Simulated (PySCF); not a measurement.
# Telling isomers of C₆H₁₆N₂Si apart by NMR

Equivalent nuclei averaged, isolated molecule, one conformer, non-relativistic. Coordinates at the GFN2-xTB level; PBE0/pcSseg-1 with gauge-including orbitals; PySCF 2.14.

δ = σ(ref) − σ, references computed at the same level: TMS for ¹H (31.72 ppm) and ¹³C (186.93 ppm). Where no couplings were computed, multiplicities follow the n + 1 count of equivalent neighbours, and m marks all less simple cases (inequivalent or close neighbours, rings, F or P nearby). Shifts are as computed. Against solution values, carbons near 30 ppm lie about +3 ppm off and those near 130 ppm about +5 ppm. Of 1309 compounds with measured shifts, 239 miss one by over three times the rms of a fit or turn the order of signals round; such compounds aren't used in these exercises.

(1) Tabulate the signals of `CN(C)C/C=N\[SiH](C)C`, `C/C=N\[Si](C)(C)N(C)C` and their relative energies.

(2) What is the quickest way to tell CN(C)C/C=N\[SiH](C)C from C/C=N\[Si](C)(C)N(C)C?

Answers

(1) 
| SMILES | carbon types | δC | δH | E rel. (kcal/mol) |
| --- | --- | --- | --- | --- |
| CN(C)C/C=N\[SiH](C)C | 1×CH 1×CH2 4×CH3 | 184.0, 69.8, 47.3, -0.6 | 8.69 (t, 1H), 5.50 (sept, 1H), 2.78 (d, 2H), 2.23 (s, 6H), 0.18 (d, 6H) | 22.8 |
| C/C=N\[Si](C)(C)N(C)C | 1×CH 5×CH3 | 183.5, 39.4, 30.3, -1.4 | 8.94 (q, 1H), 2.46 (s, 6H), 2.15 (d, 3H), 0.10 (s, 6H) | 0.0 |

Energies are electronic energies at PBE0/pcSseg-1 on these geometries, without zero-point or thermal terms, each for the one conformer computed, which needn't be the lowest.

(2) Both give the same number of carbon signals, but DEPT or the intensities differ. The first has an sp3 CH2 bonded to N at 69.8 ppm, the second a methyl carbon (CH3) at 30.3 ppm. Their most deshielded carbons lie at 184.0 and 183.5 ppm.
